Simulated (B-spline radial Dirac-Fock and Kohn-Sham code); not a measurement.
**The Ne-like isoelectronic sequence (10 electrons), Z = 64 to 77**

Calculated with a radial B-spline solver, using Dirac-Fock energy differences between relaxed states, corrected for Breit and QED terms. Binding energies in eV, tabulated ground configurations ([He] 2s2 2p6 throughout). Correlation energy is missing from these numbers.

```tsv
ion	1s	2s	2p1/2	outermost level	NIST ionisation energy
Gd⁵⁴⁺	54541.3	12376.5	11989.3	11272.6 (2p3/2)	11273 ± 5
Tb⁵⁵⁺	56435.6	12837.6	12441.7	11673.1 (2p3/2)	11673 ± 5
Dy⁵⁶⁺	58367.5	13309.0	12904.3	12080.7 (2p3/2)	12081 ± 5
Ho⁵⁷⁺	60339.3	13790.9	13377.3	12495.6 (2p3/2)	12495 ± 6
Er⁵⁸⁺	62350.4	14283.4	13860.7	12917.7 (2p3/2)	12918 ± 6
Tm⁵⁹⁺	?	?	?	?	?
Yb⁶⁰⁺	66494.0	15300.9	14859.8	13783.5 (2p3/2)	13784 ± 10
Lu⁶¹⁺	68627.3	15826.3	15375.7	14227.4 (2p3/2)	14228 ± 12
Hf⁶²⁺	70803.1	16363.1	15902.9	14678.5 (2p3/2)	14678 ± 15
Ta⁶³⁺	73021.2	16911.4	16441.4	15136.9 (2p3/2)	15137 ± 19
W⁶⁴⁺	75282.5	17471.5	16991.5	15602.6 (2p3/2)	15566 ± 11
Re⁶⁵⁺	77587.8	18043.5	17553.5	16075.6 (2p3/2)	16080 ± 30
Os⁶⁶⁺	79937.2	18627.7	18127.5	16556.0 (2p3/2)	16560 ± 40
Ir⁶⁷⁺	82332.5	19224.3	18713.7	17043.8 (2p3/2)	17040 ± 40
```

Question: Fill in the row of Tm⁵⁹⁺.

Answer: 1s 64402.2, 2s 14786.7, 2p1/2 14354.8, outermost 13347.0 (2p3/2), NIST 13347 ± 7 eV.

NIST's values are for the lowest levels; a dash marks a value that is missing or belongs to another shell. Their kind here: semi-empirical, theoretical.
